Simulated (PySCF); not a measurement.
# Atomic charges by several schemes

C6H16P2.
Cartesian coordinates in Å at the GFN2-xTB level; atoms count from 1:
```xyz
24
C6H16P2 angstrom
C      3.8488   -0.7024    1.3915
P      2.9404   -1.2416   -0.1299
C      1.5340   -0.0269   -0.0318
C      0.4365   -0.3468   -1.0387
C     -0.7131    0.6498   -0.9405
P     -1.5434    0.6344    0.7325
C     -2.8608    1.8754    0.3415
C     -2.5634   -0.8969    0.5168
H      3.1738   -0.5786    2.2365
H      4.6061   -1.4457    1.6325
H      4.3486    0.2435    1.1863
H      2.2467   -2.2889    0.4945
H      1.1156   -0.0177    0.9801
H      1.9450    0.9671   -0.2370
H      0.8522   -0.3274   -2.0503
H      0.0660   -1.3600   -0.8601
H     -1.4604    0.4479   -1.7147
H     -0.3299    1.6629   -1.0953
H     -3.5771    1.8974    1.1606
H     -3.3773    1.6308   -0.5858
H     -2.4069    2.8607    0.2556
H     -3.2765   -0.9601    1.3367
H     -3.0994   -0.8857   -0.4317
H     -1.9174   -1.7714    0.5597
```

Density: PBE0/pcSseg-1 (PySCF); schemes: Mulliken, IAO, Hirshfeld and ESP-fitted. One conformer (not necessarily the lowest) at the GFN2-xTB geometry, without solvent, vibrations or thermal averaging.

Problem. Atoms with like bonding are taken together and averaged. Which atoms carry the highest charge in the Mulliken, IAO, Hirshfeld and ESP-fitted schemes?

Solution. The schemes don't all agree: Mulliken P6 (+0.218); IAO P6 (+0.488); Hirshfeld P6 (+0.159); ESP-fitted C3 (+0.462).

Problem. For which atoms does the sign change between the 4 schemes (beyond +0.03 e in one, beyond −0.03 e in another)?

Solution. P2, C3, P6, H12 and H13/H14.

Problem. At which atom do the 4 schemes differ most?

Solution. At C3: from -0.493 (Mulliken) to +0.462 e (ESP-fitted), 0.955 e apart.

Problem. What partial charge does each atom carry?

Solution. In e; atoms taken as equivalent share a row and are averaged (×n: the atom named and its like, n in all):

```tsv
atom	environment	Mulliken	IAO	Hirshfeld	ESP-fitted
C1	sp3 carbon bound to phosphorus	-0.516	-0.605	-0.165	-0.061
P2	phosphine phosphorus	+0.213	+0.335	+0.102	-0.431
C3	sp3 carbon bound to phosphorus	-0.493	-0.430	-0.118	+0.462
C4	chain CH2 carbon	-0.207	-0.245	-0.074	-0.513
C5	sp3 carbon bound to phosphorus	-0.416	-0.429	-0.112	-0.154
P6	phosphine phosphorus	+0.218	+0.488	+0.159	-0.059
C7/C8	sp3 carbon bound to phosphorus	-0.470	-0.609	-0.168	-0.523
H9/H10/H11	methyl hydrogen	+0.142	+0.151	+0.042	+0.047
H12	P–H hydrogen	+0.035	-0.043	-0.024	+0.140
H13/H14	methylene hydrogen	+0.156	+0.138	+0.029	-0.036
H15/H16	methylene hydrogen	+0.129	+0.132	+0.034	+0.155
H17/H18	methylene hydrogen	+0.140	+0.133	+0.036	+0.132
H19 (×6)	methyl hydrogen	+0.138	+0.148	+0.040	+0.170
```

Mean size of the charges over all atoms: IAO 0.248 e, Mulliken 0.214 e, ESP-fitted 0.197 e, Hirshfeld 0.069 e. Each set sums to the total charge, 0, to within 0.001 e. The Hirshfeld scheme divides the density at each point in proportion to the densities of the neutral, spherically averaged free atoms.

Some averages cover members that differ in this geometry: C7/C8, ESP-fitted -0.723 to -0.323; H19 (×6), ESP-fitted +0.098 to +0.248; H13/H14, ESP-fitted -0.093 to +0.021; H9/H10/H11, ESP-fitted +0.004 to +0.085 e.

Problem. How closely do the schemes follow one another over all atoms?

Solution. Correlation coefficient and root-mean-square difference: IAO with Hirshfeld 1.00, 0.218 e; Mulliken with IAO 0.97, 0.079 e; Mulliken with Hirshfeld 0.96, 0.175 e; IAO with ESP-fitted 0.38, 0.315 e; Mulliken with ESP-fitted 0.37, 0.290 e; Hirshfeld with ESP-fitted 0.37, 0.243 e.

Problem. How many electrons does the Hirshfeld scheme count on C1?

Solution. Z − q = 6 − (-0.165) = 6.165.

Problem. Sum the charges by element.

Solution. 
| element | atoms | Mulliken | IAO | Hirshfeld | ESP-fitted |
| --- | --- | --- | --- | --- | --- |
| C | 6 | -2.572 | -2.928 | -0.804 | -1.313 |
| P | 2 | +0.431 | +0.823 | +0.261 | -0.491 |
| H | 16 | +2.141 | +2.105 | +0.543 | +1.804 |

These values come from a run that also computed NMR shieldings. On an Arm Neoverse V1 with one thread, on a shared host, this took 51 s of wall time.
